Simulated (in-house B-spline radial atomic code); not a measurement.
RPA and G0W0 for Mn, [Ar] 3d5 4s2, highest spin, as one setting changes: the radius of a hard wall (bohr). Start: PBE0. A dash marks a level of low quasi-particle weight. Computed with a B-spline radial code for spherical atoms: all electrons, non-relativistic, point nucleus, each spin shell either full or empty, empty states to l = 9 with an (l + 1/2)⁻⁴ tail; G0W0 by contour deformation at full frequency.

```
radius of a hard wall (bohr)  mean-field level (eV)  G0W0 level (eV)  RPA correlation (Eh)
                           4                  2.882   4s down -0.939               -1.6712
                           5                      ?                ?                     ?
                           6                      ?                ?                     ?
                           8                 -4.854   4s down -7.387                -1.625
                          12                 -5.058   4s down -7.385               -1.6219
```

Task: What belongs in the row for 6?

Result: mean-field level (eV): -3.823; G0W0 level (eV): 4s down -6.733; RPA correlation (Eh): -1.6362.

Task: What belongs in the row for 5?

Result: mean-field level (eV): -2.024; G0W0 level (eV): 4s down -5.281; RPA correlation (Eh): -1.6492.
